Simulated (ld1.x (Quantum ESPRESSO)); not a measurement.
## Scattering properties, PAW potential for Nb

Nb (Z = 41), PAW, made with ld1.x (Quantum ESPRESSO) 7.5 (PW91, scalar-relativistic). Core [Kr], reference 4d4 5s0.75 5p0.25. Waves: 5s (bound): rcut 3.05, rcutus 3.45 bohr; 5s channel at 1.55 Ry: rcut 3.05, rcutus 3.45 bohr; 5p (bound): rcut 3.15, rcutus 3.60 bohr; 5p channel at 1.55 Ry: rcut 3.15, rcutus 3.60 bohr; 4d (bound): rcut 2.00, rcutus 2.80 bohr; 4d channel at 0.75 Ry: rcut 2.00, rcutus 2.80 bohr; 4f channel at -0.2 Ry: rcut 3.40, rcutus 4.10 bohr; 4f channel at 2.1 Ry: rcut 3.40, rcutus 4.10 bohr. Local part: all-electron potential smoothed inside 2.85 bohr (lloc = -1). Core correction: Bessel-smoothed model core inside 2.60 bohr. Augmentation charge: BESSEL, radius 1.65 bohr.

The phase is arctan(r·u′/u) with u = r·R(r), unwrapped; energies in Ry, scanned from -2 to 5 Ry. A pole is an energy at which the radial function vanishes at the test radius. The pseudo phase is shifted by a multiple of π to meet the all-electron one at the reference energy, and phase errors are pseudo minus all-electron; the curves can meet again beyond the range given. Levels narrower than the energy grid can be missing from the lists of poles.

Q: For each channel, where are the poles, and over which energies does the pseudopotential scatter like the atom?

A:

```tsv
channel	radius (bohr)	reference energy (Ry)	poles, all-electron	poles, pseudo	unbroken range about the reference energy with phases within 0.05 rad	phase error 1 Ry above the reference energy (rad)
s	4.45	-0.31	0.03, 2.67	0.03, 2.30, 2.72	below 2.3	-0.001
p	4.45	-0.10	0.54, 3.33	0.54, 3.10, 4.38	below 3.3	-0.001
d	4.45	-0.25	-0.19, 1.59, 4.60	-0.19, 1.59, 4.48	below 2.7	+0.000
f	4.45	-0.20	1.41, 3.31	1.40, 3.54	below 3.7	-0.027
```

Phases in the s channel:

```tsv
E (Ry)	all-electron	pseudo
-2.00	1.393	1.393
-1.76	1.378	1.378
-1.52	1.357	1.357
-1.28	1.327	1.327
-1.04	1.278	1.278
-0.80	1.181	1.181
-0.56	0.857	0.857
-0.32	-0.908	-0.908
-0.08	-1.489	-1.489
0.16	-1.637	-1.637
0.40	-1.733	-1.734
0.64	-1.845	-1.845
0.88	-2.058	-2.060
1.12	-2.789	-2.793
1.36	-4.048	-4.048
1.60	-4.418	-4.418
1.84	-4.550	-4.551
2.08	-4.620	-4.622
2.32	-4.665	-4.931
2.56	-4.699	-7.833
2.80	-4.728	-7.864
3.04	-4.755	-7.891
3.28	-4.784	-7.919
3.52	-4.818	-7.952
3.76	-4.865	-7.996
4.00	-4.944	-8.069
4.24	-5.120	-8.227
4.48	-5.821	-8.852
4.72	-7.213	-10.342
4.96	-7.562	-10.714
```
